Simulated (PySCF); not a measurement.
## Electron correlation in As⁺ (arsenic, charge +1)

[Ar] 3d10 4s2 4p2, high-spin 3P determinant. Calculation: PySCF 2.14, in aug-cc-pVDZ-DK (6s5p3d, 36 functions); the spin-free X2C one-electron Hamiltonian (Gaussian nucleus). Frozen: [Ar] 3d10; 4 electrons correlated.

MP2 pair energies summed by pair of shells (mhartree):

```csv
pair,energy,share (%)
4s-4p,-25.59,59.8
4s-4s,-12.84,30.0
4p-4p,-4.33,10.1
```

Total MP2 correlation energy: -42.76 mhartree.

Same-spin part -7.13 and opposite-spin part -35.63 mhartree; SCS-MP2 scales them by 1/3 and 6/5 to -45.13 mhartree.

```json
{"level": "CCSD", "correlation energy (mhartree)": "-59.12"}
{"level": "(T)", "correlation energy (mhartree)": "-0.72"}
{"level": "CCSD(T)", "correlation energy (mhartree)": "-59.84"}
```

Diagnostics: T1 = 0.0069, D1 = 0.0191, largest double amplitude 0.093.

Cost of the coupled-cluster step: 0.14 s of wall time on 1 thread of Neoverse-V2 (shared host), for 4 correlated electrons.

Iterations:

```
CC2 = 0
CCSD nocc = (np.int64(3), np.int64(1)), nmo = (22, 22)
frozen orbitals [[0, 1, 2, 3, 4, 5, 6, 7, 8, 9, 10, 11, 12, 13], [0, 1, 2, 3, 4, 5, 6, 7, 8, 9, 10, 11, 12, 13]]
max_cycle = 100
direct = 0
conv_tol = 1e-08
conv_tol_normt = 1e-06
diis_space = 8
diis_start_cycle = 0
Init t2, MP2 energy = -0.0427567823629482
Init E_corr(UCCSD) = -0.0427567823635641
cycle = 1  E_corr(UCCSD) = -0.0541497818593832  dE = -0.0113929995  norm(t1,t2) = 0.0458648
cycle = 2  E_corr(UCCSD) = -0.0573841636579041  dE = -0.0032343818  norm(t1,t2) = 0.0166487
cycle = 3  E_corr(UCCSD) = -0.0591310248844938  dE = -0.00174686123  norm(t1,t2) = 0.00720589
cycle = 4  E_corr(UCCSD) = -0.0591147195153514  dE = 1.63053691e-05  norm(t1,t2) = 0.00124147
cycle = 5  E_corr(UCCSD) = -0.0591251844025588  dE = -1.04648872e-05  norm(t1,t2) = 0.000165525
cycle = 6  E_corr(UCCSD) = -0.0591218537220314  dE = 3.33068053e-06  norm(t1,t2) = 2.61493e-05
cycle = 7  E_corr(UCCSD) = -0.0591232186592644  dE = -1.36493723e-06  norm(t1,t2) = 4.49209e-06
cycle = 8  E_corr(UCCSD) = -0.0591228448972468  dE = 3.73762018e-07  norm(t1,t2) = 1.25551e-06
cycle = 9  E_corr(UCCSD) = -0.059122884147987  dE = -3.92507402e-08  norm(t1,t2) = 1.956e-07
cycle = 10  E_corr(UCCSD) = -0.0591228850332996  dE = -8.85312608e-10  norm(t1,t2) = 3.25483e-08
UCCSD converged
E(UCCSD) = -2258.630243660959  E_corr = -0.05912288503329961
UCCSD(T) correction = -0.000716292404312589
```
